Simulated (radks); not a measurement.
Values are calculated unless marked as measured or tabulated.
Removal energies from the iron ion Fe10+, [Ne] 3s2 3p4, by Delta-SCF beside the eigenvalue of the level emptied. Level of theory: scalar-relativistic Kohn-Sham, r2SCAN, spin-polarised, spherical densities, finite nucleus; meta-GGA in the generalised Kohn-Sham scheme; Fermi nuclear charge, rms radius of each element as measured or else 0.836 A^(1/3) + 0.57 fm (a radial shooting solver on a logarithmic mesh with Libxc functionals). Open shells are filled with parallel spins first.

removed from   final configuration  Delta-SCF (eV)  -eigenvalue (eV)
3p                    [Ne] 3s2 3p3          289.66            276.19
3s                    [Ne] 3s1 3p4          326.91            313.76
2p            [He] 2s2 2p5 3s2 3p4          1004.5            964.69
2s            [He] 2s1 2p6 3s2 3p4          1122.7            1088.5
